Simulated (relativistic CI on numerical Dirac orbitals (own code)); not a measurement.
**Magnetism of Ni³⁺, 3d7, in a crystal field**

Calculated by Dirac-Coulomb-Breit CI, orbitals from a KLI potential per configuration, QED by a radiative potential, one configuration in a parametric crystal field, unscaled Slater integrals (own radial code). With so little scaling, terms lie 10 to 35 % too far apart, which can change the order of excited levels.

Field parameters in Wybourne normalisation: Oh B⁴₀ = 21Dq, B⁴₄ = √(5/14) B⁴₀. The field is a parameter set, without covalency.

S is read from ⟨S²⟩ = S(S + 1).

Powder χT (cm³ K mol⁻¹) by Van Vleck's formula, with temperature-independent terms:

| Field | 2 K | 5 K | 10 K | 20 K | 50 K | 100 K | 200 K | 300 K |
| --- | --- | --- | --- | --- | --- | --- | --- | --- |
| Oh, 10Dq = 4100 cm⁻¹ | 2.1 | 2.13 | 2.17 | 2.26 | 2.53 | 2.98 | 3.65 | 3.98 |
| Oh, 10Dq = 7400 cm⁻¹ | 1.97 | 1.99 | 2.03 | 2.11 | 2.34 | 2.73 | 3.35 | 3.66 |
| Oh, 10Dq = 10700 cm⁻¹ | 1.9 | 1.92 | 1.96 | 2.03 | 2.25 | 2.62 | 3.21 | 3.5 |
| Oh, 10Dq = 14050 cm⁻¹ | 1.85 | 1.87 | 1.91 | 1.98 | 2.2 | 2.55 | 3.12 | 3.41 |
| Oh, 10Dq = 17300 cm⁻¹ | 1.82 | 1.84 | 1.87 | 1.94 | 2.16 | 2.51 | 3.07 | 3.34 |
| Oh, 10Dq = 20600 cm⁻¹ | 1.79 | 1.81 | 1.85 | 1.92 | 2.13 | 2.49 | 3.04 | 3.29 |
| Oh, 10Dq = 23950 cm⁻¹ | 1.77 | 1.79 | 1.83 | 1.9 | 2.13 | 2.5 | 3.02 | 3.22 |
| Oh, 10Dq = 27250 cm⁻¹ | 0.532 | 0.533 | 0.535 | 0.539 | 0.551 | 0.57 | 0.614 | 0.686 |

Question: For Oh, 10Dq = 10700 cm⁻¹: what effective moment follows at 300 K?

Answer: μ_eff = √(8χT) = 5.29 μB. The ground level has S = 1.50; the spin-only moment for S = 3/2 is 3.88 μB. The difference comes from the orbital moment, spin-orbit mixing of terms and temperature-independent paramagnetism, all larger in this ionic model than in covalent complexes.
